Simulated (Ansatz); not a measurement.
ClH3Si (SMILES [SiH3]Cl) moved off its minimum; all values from Ansatz (a first-principles code), cores frozen in correlated methods.
(charge 0, multiplicity 1)
```xyz
5

Si    -0.96500     0.04168     0.10583
Cl     1.08094     0.00579     0.16432
H     -1.34248    -0.99937    -0.95449
H     -1.41914     1.17460    -0.40847
H     -1.43095    -0.31141     1.03556
```

```csv
level,largest force (eV/Å),on atom,rms difference from CCSD(T)/aug-cc-pV(T+d)Z (eV/Å),dipole (D)
HF/def2-TZVPP,17.59,H5,0.118,1.74
PBE/def2-TZVPP,17.41,H5,0.137,1.39
r2SCAN/def2-TZVPP,17.36,H5,0.089,1.47
B3LYP/def2-TZVPP,17.18,H5,0.093,1.51
wB97M-V/def2-TZVPP,17.20,H5,0.087,1.53
MP2/aug-cc-pV(T+d)Z,17.45,H5,0.055,1.56
CCSD(T)/aug-cc-pV(T+d)Z,17.44,H5,0.000,1.53
```

The differences count from one level among others, with limits of its own. Forces at CCSD(T)/aug-cc-pV(T+d)Z (eV/Å):

| atom | Fx | Fy | Fz |
|---|---|---|---|
| Si1 | 7.764 | 0.886 | -14.644 |
| Cl2 | 0.362 | 0.170 | 0.235 |
| H3 | 0.206 | 0.445 | 0.498 |
| H4 | -1.205 | 3.655 | -1.142 |
| H5 | -7.126 | -5.157 | 15.054 |
